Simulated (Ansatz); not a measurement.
`N=C=C([SiH3])Cl` + H₂O → `N=C=C(O)[SiH3]` + HCl at 400 K and 1 bar (formal hydrolysis of a C–Cl bond).

Isolated molecules relaxed with PBE0-D4/def2-TZVP in Ansatz; ΔE leaves out vibrations. CCSD(T)/CBS adds triple-zeta CCSD(T) − MP2 to the extrapolated MP2 energy (def2 sets, frozen cores). This one scheme is used for every species. Each species was taken in one conformer, which may not be the lowest.

| species | CCSD(T)/CBS energy (Eh) | H − E (kJ/mol) | S (J/(mol·K)) |
| --- | --- | --- | --- |
| `N=C=C([SiH3])Cl` | -882.00456 | 166.5 | 372.6 |
| H₂O | -76.37941 | 69.8 | 198.6 |
| `N=C=C(O)[SiH3]` | -497.98657 | 202.5 | 370.0 |
| HCl | -460.38127 | 29.6 | 195.4 |

H − E and S are ideal-gas, rigid-rotor, harmonic terms from PBE0-D4/def2-TZVP, for one conformer and one mirror image of each species. 1 Eh = 2625.50 kJ/mol, R = 8.31446 J/(mol·K).

Question: By hand: ΔE, ΔH, ΔS and ΔG.

Answer: ΔE = (-497.98657) + (-460.38127) − (-882.00456) − (-76.37941) = 0.01613 Eh = 42.3 kJ/mol. Δ(H − E) = 202.5 + 29.6 − 166.5 − 69.8 = -4.2, so ΔH = 38.1 kJ/mol. ΔS = 370.0 + 195.4 − 372.6 − 198.6 = -5.8 J/(mol·K). ΔG = 38.1 − 400 × (-5.8)/1000 = 40.4 kJ/mol.

Question: By hand: the equilibrium constant, and the temperature at which ΔG would vanish if ΔH and ΔS stayed fixed.

Answer: log₁₀ K = −ΔG/(RT ln 10) = -5.3. ΔH and −TΔS have one sign here, so there is no such temperature. One of them is within its doubt of zero, so this could turn.

The number of gas molecules stays the same, so ΔS is small and ΔH decides. A doubt of 5 kJ/mol in ΔE shifts log₁₀ K by 0.7 here. Other conformers and mirror images would add mixing entropy, several J/(mol·K) or more a flexible species. These are equilibria of isolated gas molecules and say nothing of rates. Largest T1 diagnostic: 0.014 (customary marks: 0.02 for closed shells, 0.045 for open ones).
